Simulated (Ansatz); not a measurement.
System (SMILES): [GeH3] (GeH3), doublet.
Atoms: Ge1, H2, H3, H4. Bonds: Ge1-H2, Ge1-H3, Ge1-H4.

Basis-set convergence of the optimised Ge1-H2 bond length at HF with Ansatz (a quantum-chemistry and plane-wave program). All functions are spherical. The program fits the integrals of some runs and decomposes those of others, by size. Open shells are unrestricted. No added dispersion term, no relativity. Reference: the value in def2-QZVPPD, 1.5338 Å, itself unsure by roughly 0.0002 Å (its mean distance from pcseg-3, def2-QZVPP, cc-pVQZ). Deviations are taken from unrounded values.

```csv
basis,functions,optimised Ge1-H2 bond length (Å)
cc-pVDZ,42,1.5364
aug-cc-pVDZ,63,1.5369
pcseg-1,42,1.5296
aug-pcseg-1,63,1.5310
def2-SVP,47,1.5343
def2-SVPD,62,1.5346
def2-TZVP,66,1.5360
def2-TZVPD,81,1.5360
cc-pVTZ,85,1.5351
aug-cc-pVTZ,128,1.5350
pcseg-2,85,1.5348
aug-pcseg-2,128,1.5349
def2-TZVPP,90,1.5361
def2-TZVPPD,105,1.5359
def2-QZVPP,179,1.5338
def2-QZVPPD,194,1.5338
```

What the diffuse functions change, pair by pair:
- cc-pVDZ to aug-cc-pVDZ: 21 more functions, deviation 0.0026 to 0.0031 Å
- pcseg-1 to aug-pcseg-1: 21 more functions, deviation -0.0042 to -0.0028 Å
- def2-SVP to def2-SVPD: 15 more functions, deviation 0.0005 to 0.0008 Å
- def2-TZVP to def2-TZVPD: 15 more functions, deviation 0.0022 to 0.0022 Å
- cc-pVTZ to aug-cc-pVTZ: 43 more functions, deviation 0.0013 to 0.0012 Å
- pcseg-2 to aug-pcseg-2: 43 more functions, deviation 0.0011 to 0.0011 Å
- def2-TZVPP to def2-TZVPPD: 15 more functions, deviation 0.0023 to 0.0022 Å
- def2-QZVPP to def2-QZVPPD: 15 more functions, deviation 0.0000 to 0.0000 Å

Leaving out the reference's own pair, they bring the value nearer the reference by more than 0.0002 Å in 1 of 7 pairs.
